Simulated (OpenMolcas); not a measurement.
## Nb⁺: effect of the basis set

```yaml
Program: OpenMolcas 26.06
Method: "MS-CASPT2, IPEA 0.25 Eh, imaginary shift 0.1 Eh (closed shells correlated: 4s 4p)"
Active_space: 4 electrons in 6 orbitals (4d 5s)
State_averaging: 2S+1 = 5 even, 15 roots; 2S+1 = 3 even, 102 roots kept (CI in the orbitals of an earlier block, 97 in the spin-orbit step); 2S+1 = 1 even, 84 roots kept (CI in the orbitals of an earlier block)
Spin-orbit_coupling: RASSI with atomic mean-field integrals over the reference wave functions, term energies averaged over their components
```

A. ANO-R1 [6s4p3d1f], X2C, finite nucleus; CASPT2 step of the order of 18 core-seconds
B. ANO-RCC-VDZP [6s5p3d1f], DKH2, point nucleus; CASPT2 step of the order of 24 core-seconds
C. ANO-RCC-VQZP [8s7p5d3f2g1h], DKH2, point nucleus; CASPT2 step of the order of 110 core-seconds

Energies in cm⁻¹ above 4d⁴ ⁵D₀, the measured ground level; measured values from NIST Handbook of Basic Atomic Spectroscopic Data.

```
               Level      A      B      C  Measured
             4d⁴ ⁵D₀    0.0    0.0    0.0       0.0
             4d⁴ ⁵D₁    173    177    171       159
             4d⁴ ⁵D₂    477    488    470       438
             4d⁴ ⁵D₃    867    888    856       801
          4d³ 5s ⁵F₁   1283   1547   2500      2357
             4d⁴ ⁵D₄   1317   1350   1301      1225
          4d³ 5s ⁵F₂   1546   1819   2760      2629
          4d³ 5s ⁵F₃   1934   2220   3150      3030
          4d³ 5s ⁵F₄   2430   2730   3650      3543
          4d³ 5s ⁵F₅   3020   3340   4230      4146
          4d⁴ ³P₀(1)   5750   5980   5890      5562
          4d⁴ ³P₁(1)   6360   6610   6510      6192
   4d⁴ ³P₂(1) [50 %]   7420   7640   7570          
4d³ 5s ³F₂(1) [53 %]   7850   7770   7210          
       4d³ 5s ³F₃(1)   8290   8190   7690          
       4d³ 5s ³F₄(1)   8760   8700   8170          
          4d³ 5s ⁵P₁  10390  10540  11300          
          4d³ 5s ⁵P₂  10620  10770  11490          
          4d³ 5s ⁵P₃  11040  11200  11940          
          4d³ 5s ³G₃  11470  11540  10970          
   4d³ 5s ³G₄ [53 %]  11650  11890  11270          
      4d⁴ ³H₄ [54 %]  11910  11600  10190          
   4d³ 5s ³G₅ [60 %]  11950  12230  11590          
      4d⁴ ³H₅ [61 %]  12260  11940  10520
```

Deviations, from unrounded energies. A percentage is the sum of absolute deviations over the sum of measured energies, with the sign that they share, or ± where signs differ.

```
                        Against measurement  Levels      A      B     C
             mean absolute deviation (cm-1)      11    550    470   130
      fine structure of the ground term (%)       4   +8.0  +10.7  +6.6
other terms of the ground configuration (%)       2   +3.0   +7.1  +5.5
                   other configurations (%)       5  -34.9  -25.8  +3.7
```

C lies closest to measurement on these levels and A furthest from it. The largest miss of C in the table is 4d⁴ ³P₀(1), by +330 cm-1. The ranking rests on the paired levels alone, and a cruder setting can come out closer through cancelling errors.

Among A to C the level of the table that moves most is 4d⁴ ³H₅ [61 %], by 1700 cm-1 (lowest in C, highest in A). Moves below CASPT2's spread within the term are not significant.

CASPT2 does not keep the components of a term degenerate, so their means are used; among the terms shown or strongly mixed into the levels shown the widest spread is 870 cm-1 (4d³ 5s ⁵F, C). Over all roots computed the reference weight is 0.89 to 0.94 in B, 0.87 to 0.92 in C; the roots of lowest weight are the least certain, and an intruder state may touch them. Blocks of more than 70 roots (2S+1 = 3 even, 1 even) ran without multistate coupling. Some high roots are left out of the spin-orbit mixing, which shifts the levels that they would mix with. Terms from blocks run as CI alone lack orbitals of their own. Configurations are named by rounded mean occupations; where the s occupation lies near a half they are strongly mixed, a name can repeat and a true partner stay unpaired. A single d shell beside an s shell can misplace configurations of different d count against each other. Computed and measured levels are paired by configuration, term and J; levels that our copy of the source lacks, or whose pairing is in doubt (as where it misses far off the trend of its configuration), stay unpaired and out of the deviations. Only configurations of the active space appear. The table leaves out levels that lie high or whose names do not pair safely across all columns.

A share in square brackets marks a mixed level and gives the weight of the term that names it, the lowest over the columns. A number in round brackets counts repeated terms of one configuration in the order of the reference energies.
